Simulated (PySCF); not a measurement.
CH₉NSi₂ (SMILES C[SiH2][SiH2]N), singlet, at the geometry of the source list, with bond 9-2 at 1.4 times its length; CASSCF(6,5)/STO-3G (PySCF).

Input for PySCF:
```python
from pyscf import gto, scf, mcscf, mp
import numpy

mol = gto.Mole()
mol.atom = '''
    Si    1.006300   -0.487900    0.560100
    C     1.326700    1.390300    0.579300
    Si   -1.222300   -0.925000    0.073600
    N    -1.773700   -0.398900   -1.484700
    H     1.946000   -1.052100   -0.424500
    H     1.439600   -1.018900    1.860300
    H     1.098500    1.840800   -0.383600
    H     0.709800    1.884800    1.325200
    H     2.778640    1.712440    0.900040
    H    -2.146300   -0.239100    0.984300
    H    -1.526000   -2.359400    0.061900
    H    -1.390400   -0.847300   -2.302500
    H    -1.831800    0.592300   -1.657800
'''
mol.basis = 'sto-3g'
mol.charge = 0
mol.spin = 0
mol.verbose = 4
mol.build()

mf = scf.RHF(mol)
mf.kernel()
mc = mcscf.CASSCF(mf, 5, 6)
mc.fix_spin_(ss=0.0)
noons, natorbs = mcscf.addons.make_natural_orbitals(mp.MP2(mf).run())
mc.kernel(natorbs)
occ = numpy.linalg.eigvalsh(mc.fcisolver.make_rdm1(mc.ci, mc.ncas, mc.nelecas))[::-1]
ss = mc.fcisolver.spin_square(mc.ci, mc.ncas, mc.nelecas)[0]
print('natural occupations', occ.round(4), ' <S^2>', round(ss, 4))
```

What the program printed (banner, timings and long lists left out):

```
PySCF version 2.14.0

[INPUT] verbose = 4
[INPUT] num. atoms = 13
[INPUT] num. electrons = 50
[INPUT] charge = 0
[INPUT] spin (= nelec alpha-beta = 2S) = 0
[INPUT] symmetry False subgroup None
[INPUT] Mole.unit = angstrom
[INPUT] Symbol           X                Y                Z      unit          X                Y                Z       unit  Magmom
[INPUT]  1 Si     1.006300000000  -0.487900000000   0.560100000000 AA    1.901631399150  -0.921997376175   1.058435602369 Bohr   0.0
[INPUT]  2 C      1.326700000000   1.390300000000   0.579300000000 AA    2.507099649460   2.627286230983   1.094718343961 Bohr   0.0
[INPUT]  3 Si    -1.222300000000  -0.925000000000   0.073600000000 AA   -2.309812242056  -1.747996665223   0.139083842768 Bohr   0.0
[INPUT]  4 N     -1.773700000000  -0.398900000000  -1.484700000000 AA   -3.351807227141  -0.753811751089  -2.805676377142 Bohr   0.0
[INPUT]  5 H      1.946000000000  -1.052100000000  -0.424500000000 AA    3.677407038404  -1.988180855655  -0.802188739878 Bohr   0.0
[INPUT]  6 H      1.439600000000  -1.018900000000   1.860300000000 AA    2.720449728924  -1.925441948319   3.515457509528 Bohr   0.0
[INPUT]  7 H      1.098500000000   1.840800000000  -0.383600000000 AA    2.075864147835   3.478607850099  -0.724898941383 Bohr   0.0
[INPUT]  8 H      0.709800000000   1.884800000000   1.325200000000 AA    1.341327603216   3.561755799580   2.504265060274 Bohr   0.0
[INPUT]  9 H      2.778640000000   1.712440000000   0.900040000000 AA    5.250868598761   3.236042604750   1.700829101154 Bohr   0.0
[INPUT] 10 H     -2.146300000000  -0.239100000000   0.984300000000 AA   -4.055919181154  -0.451833516384   1.860057424409 Bohr   0.0
[INPUT] 11 H     -1.526000000000  -2.359400000000   0.061900000000 AA   -2.883722066086  -4.458619818299   0.116974047111 Bohr   0.0
[INPUT] 12 H     -1.390400000000  -0.847300000000  -2.302500000000 AA   -2.627475203595  -1.601164945344  -4.351094401811 Bohr   0.0
[INPUT] 13 H     -1.831800000000   0.592300000000  -1.657800000000 AA   -3.461600314978   1.119284783580  -3.132787969304 Bohr   0.0

nuclear repulsion = 218.161391278502
number of shells = 25
number of NR pGTOs = 111
number of NR cGTOs = 37
basis = sto-3g
ecp = {}

******** <class 'pyscf.scf.hf.RHF'> ********
method = RHF
initial guess = minao
damping factor = 0
level_shift factor = 0
DIIS = <class 'pyscf.scf.diis.CDIIS'>
diis_start_cycle = 1
diis_space = 8
diis_damp = 0
SCF conv_tol = 1e-09
SCF conv_tol_grad = None
SCF max_cycles = 50
direct_scf = True
direct_scf_tol = 1e-13
Set gradient conv threshold to 3.16228e-05
Initial guess from minao.
init E= -667.03830568187
  HOMO = -0.229338126609023  LUMO = 0.185532348689577  gap/eV = 11.28920
cycle= 1 E= -667.49540457372  delta_E= -0.457  |g|= 0.331  |ddm|= 3.87
  HOMO = -0.205406786460014  LUMO = 0.359087149230429  gap/eV = 15.36066
cycle= 2 E= -667.534263838719  delta_E= -0.0389  |g|= 0.0827  |ddm|= 0.575
  HOMO = -0.269762921054059  LUMO = 0.361813234865328  gap/eV = 17.18606
cycle= 3 E= -667.537008448217  delta_E= -0.00274  |g|= 0.0191  |ddm|= 0.149
  HOMO = -0.269510547962809  LUMO = 0.362908584763936  gap/eV = 17.20900
cycle= 4 E= -667.537225231443  delta_E= -0.000217  |g|= 0.00256  |ddm|= 0.0516
  HOMO = -0.269488570504374  LUMO = 0.362853883002432  gap/eV = 17.20691
cycle= 5 E= -667.537229800183  delta_E= -4.57e-06  |g|= 0.000927  |ddm|= 0.00741
  HOMO = -0.269601065365383  LUMO = 0.363025109300994  gap/eV = 17.21464
cycle= 6 E= -667.537230418825  delta_E= -6.19e-07  |g|= 0.000185  |ddm|= 0.00306
  HOMO = -0.26963811624642  LUMO = 0.36298689577431  gap/eV = 17.21460
cycle= 7 E= -667.537230447297  delta_E= -2.85e-08  |g|= 3.3e-05  |ddm|= 0.000712
  HOMO = -0.269633873260578  LUMO = 0.362990215753325  gap/eV = 17.21458
cycle= 8 E= -667.537230448213  delta_E= -9.16e-10  |g|= 6.49e-06  |ddm|= 0.000122
  HOMO = -0.269633980397651  LUMO = 0.362989553665487  gap/eV = 17.21456
Extra cycle  E= -667.537230448244  delta_E= -3.12e-11  |g|= 2.78e-06  |ddm|= 1.46e-05
converged SCF energy = -667.537230448244

******** <class 'pyscf.mp.mp2.RMP2'> ********
nocc = 25, nmo = 37
E(RMP2) = -667.733803214347  E_corr = -0.196572766102608
E(SCS-RMP2) = -667.756300620627  E_corr = -0.219070172383152
E_corr(same-spin) = -0.0194044003153594
E_corr(oppo-spin) = -0.177168365787249

******** <class 'pyscf.mcscf.mc1step.CASSCF'> ********
CAS (3e+3e, 5o), ncore = 22, nvir = 10
max_cycle_macro = 50
max_cycle_micro = 4
conv_tol = 1e-07
conv_tol_grad = None
orbital rotation max_stepsize = 0.02
orbital rotation threshold for CI restart = 0.01
augmented hessian ah_max_cycle = 30
augmented hessian ah_conv_tol = 1e-12
augmented hessian ah_linear dependence = 1e-14
augmented hessian ah_level shift = 1e-08
augmented hessian ah_start_tol = 2.5
augmented hessian ah_start_cycle = 3
augmented hessian ah_grad_trust_region = 3
kf_trust_region = 3
kf_interval = 4
ci_response_space = 4
ci_grad_trust_region = 3
with_dep4 0
natorb = False
canonicalization = True
sorting_mo_energy = False
ao2mo_level = 2
internal_rotation = False
******** <class 'pyscf.fci.addons.SpinPenaltyFCISolver'> ********
max. cycles = 50
conv_tol = 1e-08
davidson only = True
linear dependence = 1e-12
level shift = 0.001
max iter space = 12
nroots = 1
pspace_size = 400
spin = None
CASCI E = -667.582055781950  S^2 = 0.0000000
Set conv_tol_grad to 0.000316228
macro iter   1 ( 21 JK    4 micro), CASSCF E = -667.589107396516  dE = -7.05161457e-03  S^2 = 0.0000000
               |grad[o]|=0.0144  |grad[c]|=0.0167  |ddm|=0.0108  |maxRot[o]|=0.313
macro iter   2 ( 21 JK    4 micro), CASSCF E = -667.593786947240  dE = -4.67955072e-03  S^2 = 0.0000000
               |grad[o]|=0.0135  |grad[c]|=0.0134  |ddm|=0.0137  |maxRot[o]|=0.268
macro iter   3 ( 21 JK    4 micro), CASSCF E = -667.594239648275  dE = -4.52701034e-04  S^2 = 0.0000000
               |grad[o]|=0.00535  |grad[c]|=0.00651  |ddm|=0.00217  |maxRot[o]|=0.141
macro iter   4 ( 17 JK    4 micro), CASSCF E = -667.594302308479  dE = -6.26602040e-05  S^2 = 0.0000000
               |grad[o]|=0.00231  |grad[c]|=0.00364  |ddm|=0.000586  |maxRot[o]|=0.0383
macro iter   5 (  7 JK    2 micro), CASSCF E = -667.594375557820  dE = -7.32493415e-05  S^2 = 0.0000000
               |grad[o]|=0.00167  |grad[c]|=0.0015  |ddm|=0.000415  |maxRot[o]|=0.0699
macro iter   6 (  7 JK    2 micro), CASSCF E = -667.594444554942  dE = -6.89971215e-05  S^2 = 0.0000000
               |grad[o]|=0.00126  |grad[c]|=0.00267  |ddm|=0.000392  |maxRot[o]|=0.0699
macro iter   7 (  7 JK    2 micro), CASSCF E = -667.594514329987  dE = -6.97750451e-05  S^2 = 0.0000000
               |grad[o]|=0.00115  |grad[c]|=0.00375  |ddm|=0.000474  |maxRot[o]|=0.0698
macro iter   8 (  7 JK    2 micro), CASSCF E = -667.594571925547  dE = -5.75955604e-05  S^2 = 0.0000000
               |grad[o]|=0.00105  |grad[c]|=0.00379  |ddm|=0.000477  |maxRot[o]|=0.0699
macro iter   9 (  7 JK    2 micro), CASSCF E = -667.594615274454  dE = -4.33489070e-05  S^2 = 0.0000000
               |grad[o]|=0.000908  |grad[c]|=0.00349  |ddm|=0.000474  |maxRot[o]|=0.0699
macro iter  10 (  7 JK    2 micro), CASSCF E = -667.594644133171  dE = -2.88587162e-05  S^2 = 0.0000000
               |grad[o]|=0.000695  |grad[c]|=0.00278  |ddm|=0.000488  |maxRot[o]|=0.0699
macro iter  11 (  7 JK    2 micro), CASSCF E = -667.594661113406  dE = -1.69802352e-05  S^2 = 0.0000000
               |grad[o]|=0.000465  |grad[c]|=0.00166  |ddm|=0.000461  |maxRot[o]|=0.0699
macro iter  12 (  7 JK    2 micro), CASSCF E = -667.594672136006  dE = -1.10226005e-05  S^2 = 0.0000000
               |grad[o]|=0.000265  |grad[c]|=0.000363  |ddm|=0.000563  |maxRot[o]|=0.0699
macro iter  13 (  7 JK    2 micro), CASSCF E = -667.594685576658  dE = -1.34406523e-05  S^2 = 0.0000000
               |grad[o]|=0.000165  |grad[c]|=0.00171  |ddm|=0.00105  |maxRot[o]|=0.0699
macro iter  14 (  7 JK    2 micro), CASSCF E = -667.594708160125  dE = -2.25834666e-05  S^2 = 0.0000000
               |grad[o]|=0.000177  |grad[c]|=0.003  |ddm|=0.00177  |maxRot[o]|=0.0699
macro iter  15 (  7 JK    2 micro), CASSCF E = -667.594737440713  dE = -2.92805881e-05  S^2 = 0.0000000
               |grad[o]|=0.000225  |grad[c]|=0.00287  |ddm|=0.00196  |maxRot[o]|=0.0697
macro iter  16 (  7 JK    2 micro), CASSCF E = -667.594765198261  dE = -2.77575482e-05  S^2 = 0.0000000
               |grad[o]|=0.000252  |grad[c]|=0.00149  |ddm|=0.00174  |maxRot[o]|=0.0698
macro iter  17 (  6 JK    2 micro), CASSCF E = -667.594779246798  dE = -1.40485369e-05  S^2 = 0.0000000
               |grad[o]|=0.000223  |grad[c]|=0.000502  |ddm|=0.000727  |maxRot[o]|=0.0499
macro iter  18 (  4 JK    1 micro), CASSCF E = -667.594785328510  dE = -6.08171149e-06  S^2 = 0.0000000
               |grad[o]|=0.000159  |grad[c]|=0.00171  |ddm|=0.000349  |maxRot[o]|= 0.04
macro iter  19 (  3 JK    1 micro), CASSCF E = -667.594786539250  dE = -1.21074061e-06  S^2 = 0.0000000
               |grad[o]|=8.6e-05  |grad[c]|=0.000733  |ddm|=8.98e-05  |maxRot[o]|= 0.02
macro iter  20 (  1 JK    1 micro), CASSCF E = -667.594786539615  dE = -3.64821062e-10  S^2 = 0.0000000
               |grad[o]|=2.62e-05  |grad[c]|=2.06e-05  |ddm|=1.99e-05  |maxRot[o]|=    0
1-step CASSCF converged in  20 macro (178 JK  45 micro) steps
CASSCF canonicalization
Density matrix diagonal elements [1.99852048 1.97721873 1.91743252 0.0830997  0.02372856]
CASSCF energy = -667.594786539615
CASCI E = -667.594786539615  E(CI) = -9.30419882767183  S^2 = 0.0000000
natural occupations [1.9993 1.9767 1.9173 0.0831 0.0235]  <S^2> 0.0
```
